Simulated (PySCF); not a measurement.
**Polarisability and C₆ of P (phosphorus, neutral)**

[Ne] 3s1 3p3 4s1, high-spin 6S determinant (an excited configuration). All numbers are calculated (PySCF 2.14, the spin-free X2C one-electron Hamiltonian (Gaussian nucleus), in aug-cc-pCVTZ-DK with one added diffuse shell each of s, p, d, f type (9s8p6d4f, 91 functions)). Coupled (time-dependent) response in atomic units; α is the mean over directions.

```json
{"method": "UHF", "mean α (bohr³)": "735.7", "C₆ (like pair)": "16100", "S(−4)": "490900"}
{"method": "PBE", "mean α (bohr³)": "592.2", "C₆ (like pair)": "11630", "S(−4)": "322300"}
{"method": "PBE0", "mean α (bohr³)": "656.2", "C₆ (like pair)": "13550", "S(−4)": "393800"}
{"method": "LC-wPBE", "mean α (bohr³)": "958.3", "C₆ (like pair)": "23610", "S(−4)": "847300"}
{"method": "TPSS", "mean α (bohr³)": "744.9", "C₆ (like pair)": "16210", "S(−4)": "516200"}
```

S(−4) is the Cauchy moment in α(ω) = α(0) + S(−4) ω² + …

α(iu) at PBE:

```json
{"u (hartree)": "0", "α(iu) (bohr³)": "592.2"}
{"u (hartree)": "0.0500", "α(iu) (bohr³)": "255.5"}
{"u (hartree)": "0.100", "α(iu) (bohr³)": "101.3"}
{"u (hartree)": "0.200", "α(iu) (bohr³)": "36.52"}
{"u (hartree)": "0.300", "α(iu) (bohr³)": "21.09"}
{"u (hartree)": "0.500", "α(iu) (bohr³)": "10.66"}
{"u (hartree)": "0.750", "α(iu) (bohr³)": "5.898"}
{"u (hartree)": "1.00", "α(iu) (bohr³)": "3.734"}
{"u (hartree)": "1.50", "α(iu) (bohr³)": "1.890"}
{"u (hartree)": "2.00", "α(iu) (bohr³)": "1.155"}
{"u (hartree)": "3.00", "α(iu) (bohr³)": "0.5823"}
{"u (hartree)": "5.00", "α(iu) (bohr³)": "0.2564"}
```

The outer electron is Rydberg-like, and this basis confines it to a smaller radius and binds it less than a complete one would.
